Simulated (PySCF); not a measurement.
An unknown is described by computed data only.

Formula: C5H10O2.

| Item | Value |
| --- | --- |
| 1H NMR | chemical shifts (computed TMS as zero) by class: 7.83 (1 H), 3.82 (2 H), 1.95 (1 H), 0.91 (6 H) ppm [GIAO KT3/pcSseg-1] |
| 13C NMR | chemical shifts (computed TMS as zero) by class: 151.0 (1 C), 69.5 (1 C), 31.2 (1 C), 20.1 (2 C) ppm [GIAO KT3/pcSseg-1] |
| Couplings | largest of the computed one-bond spin–spin couplings (means over like bonds): 13C–1H +231.0, 13C–1H +151.6 (×2), 13C–1H +133.9, 13C–1H +132.5 (×6), 17O–13C +39.4, 13C–13C +37.5, 13C–13C +36.6 (×2), 17O–13C +30.1 Hz [B3LYP/pcJ-1, spin–dipole term left out] |
| UV, first state | lowest singlet excitation: 5.95 eV (208 nm, f = 0.002) [TDDFT wB97X-D/def2-SVPD] |
| Triplet | lowest triplet excitation (Tamm–Dancoff): 5.44 eV [TDA wB97X-D/def2-SVPD] |
| Rotational structure | rotational constants A, B, C: 4.675, 1.605, 1.424 GHz [PBE0-D3(BJ)/def2-SVP] |

Electronic properties: PySCF, gas phase, density fitting. Levels stand in brackets. Isolated species at its PBE0-D3(BJ)/def2-SVP geometry (one conformer only). NMR classes are plain means over equivalent atoms (diastereotopic ones count apart unless rotation or inversion swaps them), as if these changed places fast.

Problem. Propose a structure and show how it fits.

Solution. Numbering: `[CH3:1][CH:2]([CH3:3])[CH2:4][O:5][CH:6]=[O:7]`. Its formula, C5H10O2, gives 1 degree of unsaturation: 0 rings and 1 π bond in the structure found. 5 carbons fall into 4 classes; from least to most shielded: ester carbonyl carbon [C6] (151.0 ppm), sp3 carbon bound to oxygen [C4] (69.5 ppm), sp3 CH carbon [C2] (31.2 ppm), methyl carbon [C1/C3] (20.1 ppm, 2 C). Hydrogen classes from least to most shielded: 1 H on an ester carbonyl carbon, C6 (7.83 ppm), 2 H on an sp3 carbon bound to oxygen, C4 (3.82 ppm, a mean of values up to 1.9 ppm apart in this geometry), 1 H on an sp3 CH carbon, C2 (1.95 ppm), 6 H on 2 methyl carbons, C1/C3 (0.91 ppm, a mean of values up to 1.1 ppm apart in this geometry). The couplings run between: +231.0 Hz, ester carbonyl carbon [C6] and its hydrogen; +151.6 Hz, sp3 carbon bound to oxygen [C4] and its hydrogen (with 1 like pair); +133.9 Hz, sp3 CH carbon [C2] and its hydrogen; +132.5 Hz, methyl carbon [C1] and its hydrogen (with 5 like pairs); +39.4 Hz, ester single-bonded oxygen [O5] and ester carbonyl carbon [C6]; +37.5 Hz, sp3 CH carbon [C2] and sp3 carbon bound to oxygen [C4]; +36.6 Hz, methyl carbon [C1] and sp3 CH carbon [C2] (with 1 like pair); +30.1 Hz, ester carbonyl oxygen [O7] and ester carbonyl carbon [C6]. The optimised geometry has point group C1 and is an asymmetric top. Structure: `CC(C)COC=O` (isobutyl formate). Computed isomers that give other values at the same levels: `CCOC(=O)CC` (rotational constant A: 6.727 GHz; this holds for the one conformer computed); `COCCC(C)=O` (rotational constant A: 4.467 GHz; this holds for the one conformer computed); `CCCCOC=O` (rotational constant A: 11.437 GHz; this holds for the one conformer computed). The assignments are read from this structure; whether some other isomer fits the data as well wasn't checked.

Conformer computed: `[CH3:1][CH:2]([CH3:3])[CH2:4][O:5][CH:6]=[O:7]`: C1–C2–C4–O5 -58°, C2–C4–O5–C6 -85°, C4–O5–C6–O7 0°.
